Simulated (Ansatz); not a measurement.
A nudged elastic band was laid between two geometries of CH₅AlClN (9 atoms, charge 0, multiplicity 1).

All numbers below come from RKS B3LYP-D4/def2-SVP in Ansatz 0.2.0.

```yaml
movable_images: 5
climbing_image: yes
spring: 5.0 eV/Å²
optimiser: quadratic models (default)
start_path: through a guess of the saddle point
force_threshold: 0.03 eV/Å
iteration_limit: 60
end_points: relaxed
```

Initial state:

```xyz
9
Properties=species:S:1:pos:R:3
C -0.209 1.365 -0.609
Al -0.205 -0.542 -0.229
N 0.600 -1.256 1.174
Cl -1.187 -1.901 -1.528
H 0.342 1.578 -1.541
H 0.253 1.956 0.199
H -1.238 1.736 -0.756
H 0.624 -2.248 1.391
H 1.109 -0.736 1.882
```

Final state:

```xyz
9
Properties=species:S:1:pos:R:3
C -0.206 1.367 -0.610
Al -0.179 -0.543 -0.241
N 0.572 -1.255 1.192
Cl -1.085 -1.910 -1.587
H 0.211 1.577 -1.610
H 0.368 1.950 0.128
H -1.241 1.749 -0.611
H 1.050 -0.733 1.919
H 0.597 -2.248 1.404
```

(1) Which bonds break or form, and what moves?

(2) Give the energies along the band, and the barrier.

(3) What is the geometry of the highest image?

Results:

(1) No bond is made or broken. The dihedral Cl4–Al2–N3–H9 goes from -180 to 0°. The two ends are copies of one structure, up to a mirror image or an exchange of like atoms.

(2) The run converged. The highest image is number 3 of 0 to 6, 8.6 kcal/mol above the ends, which have the same energy within 2 meV. A vibrational analysis at the climbing image gives 2 clearly imaginary modes (364i, 57i cm⁻¹): a point of higher order, so a lower path passes nearby.

| image | path coordinate (Å) | energy (kcal/mol) | dihedral Cl4–Al2–N3–H9 (°) |
| --- | --- | --- | --- |
| 0 | 0.00 | 0.0 | -180 |
| 1 | 0.61 | 1.8 | -150 |
| 2 | 1.21 | 6.3 | -109 |
| 3 | 1.82 | 8.6 | -71 |
| 4 | 2.44 | 6.1 | -42 |
| 5 | 3.07 | 1.5 | -19 |
| 6 | 3.70 | 0.0 | 0 |

(3) 
```xyz
9
Properties=species:S:1:pos:R:3
C -0.148 1.368 -0.685
Al -0.213 -0.495 -0.135
N 0.659 -1.155 1.284
Cl -1.410 -1.783 -1.336
H 0.300 1.461 -1.690
H 0.441 1.986 0.011
H -1.163 1.795 -0.759
H 1.463 -1.771 1.174
H 0.159 -1.452 2.120
```

Run time: 3.7 min on 1 CPU thread of a shared host.
